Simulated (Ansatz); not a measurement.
`C#C[Si](Cl)(Cl)Cl` + CH₃OH → `CO[Si](Cl)(Cl)Cl` + acetylene at 500 K and 1 bar (ligand exchange at the Si–C bond).

Isolated molecules relaxed with PBE0-D4/def2-TZVP in Ansatz; ΔE leaves out vibrations. CCSD(T)/CBS is the MP2 limit (def2-TZVPP, def2-QZVPP) plus CCSD(T) − MP2 in def2-TZVPP, frozen cores. This one scheme is used for every species. One conformer a species, not always the lowest.

```json
{"species": "`C#C[Si](Cl)(Cl)Cl`", "CCSD(T)/CBS energy (Eh)": "-1745.22500", "H − E (kJ/mol)": "112.5", "S (J/(mol·K))": "424.4"}
{"species": "CH₃OH", "CCSD(T)/CBS energy (Eh)": "-115.61712", "H − E (kJ/mol)": "157.0", "S (J/(mol·K))": "265.4"}
{"species": "`CO[Si](Cl)(Cl)Cl`", "CCSD(T)/CBS energy (Eh)": "-1783.64494", "H − E (kJ/mol)": "177.8", "S (J/(mol·K))": "455.7"}
{"species": "`C#C`", "CCSD(T)/CBS energy (Eh)": "-77.22717", "H − E (kJ/mol)": "90.7", "S (J/(mol·K))": "225.3"}
```

H − E and S are ideal-gas, rigid-rotor, harmonic terms from PBE0-D4/def2-TZVP, for one conformer and one mirror image of each species. 1 Eh = 2625.50 kJ/mol, R = 8.31446 J/(mol·K).

By hand: ΔE, ΔH, ΔS and ΔG.

ΔE = (-1783.64494) + (-77.22717) − (-1745.22500) − (-115.61712) = -0.02999 Eh = -78.7 kJ/mol. Δ(H − E) = 177.8 + 90.7 − 112.5 − 157.0 = -1.0, so ΔH = -79.7 kJ/mol. ΔS = 455.7 + 225.3 − 424.4 − 265.4 = -8.8 J/(mol·K). ΔG = -79.7 − 500 × (-8.8)/1000 = -75.3 kJ/mol.

By hand: the equilibrium constant, and the temperature at which ΔG would vanish if ΔH and ΔS stayed fixed.

log₁₀ K = −ΔG/(RT ln 10) = 7.9. ΔG = 0 at ΔH/ΔS = 9057 K, far beyond where these terms or the molecules hold.

The number of gas molecules stays the same, so ΔS is small and ΔH decides. A doubt of 5 kJ/mol in ΔE shifts log₁₀ K by 0.5 here. Other conformers and mirror images would add mixing entropy, several J/(mol·K) or more a flexible species. These are equilibria of isolated gas molecules and say nothing of rates. Largest T1 diagnostic: 0.013 (customary marks: 0.02 for closed shells, 0.045 for open ones).
